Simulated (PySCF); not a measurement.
**Spinor energies of Ba¹⁹⁺ (barium, charge +19)**

Start: [Kr] 4d1; 4d5/2 filled at m_j = +5/2. Calculated with PySCF 2.14 in an uncontracted even-tempered set (18 s from 1.2 bohr⁻², ratio 2.8; 14 p from 1.5 bohr⁻², ratio 2.8; 9 d from 1.5 bohr⁻², ratio 2.8; 4 f from 5.3 bohr⁻², ratio 3): generalised Hartree-Fock with the X2C-1e Hamiltonian and a Gaussian nucleus; one run each with spin-orbit coupling (SO) screened by Boettger's factors, then bare. This is a chosen level, not necessarily the ground level.

```tsv
spinor shell	electrons	ε, screened SO (eV)	ε, bare SO (eV)	weight of nominal j (bare SO)	rms radius, bare SO (bohr)
1s1/2	2	-38120.7	-38120.4	1.000	0.0292
2s1/2	2	-6550.3	-6550.2	1.000	0.119
2p1/2	2	-6186.7	-6197.7	1.000	0.102
2p3/2	4	-5801.7	-5797.4	1.000	0.108
3s1/2	2	-1797.6	-1797.6	1.000	0.310
3p1/2	2	-1645.0	-1647.1	1.000	0.300
3p3/2	4	-1567.3	-1566.4	1.000	0.312
3d3/2	4	-1302.1	-1304.3	0.999	0.283
3d5/2	6	-1286.3	-1284.9	1.000	0.287
4s1/2	2	-697.01	-697.01	1.000	0.668
4p1/2	2	-631.06	-631.62	0.995	0.683
4p3/2	4	-612.91	-612.70	0.998	0.705
4d5/2	1	-516.77	-516.45	1.000	0.732
```

| quantity | screened SO | bare SO |
| --- | --- | --- |
| E (hartree) | -7987.84301 | -7988.08730 |
| M_J | 5/2 | 5/2 |
| ⟨J²⟩ | 8.753 | 8.753 |
| ⟨L²⟩ | 6.026 | 6.029 |
| ⟨S²⟩ | 0.774 | 0.776 |

Each row is a mean over spinors that exchange with the open shell spreads, by up to 9.918 eV (4p3/2).

Breit and QED terms are absent; they matter most for the inner s and p1/2 levels.

Densities and radii are taken from the X2C orbitals without a picture-change correction, which distorts them close to the nucleus.
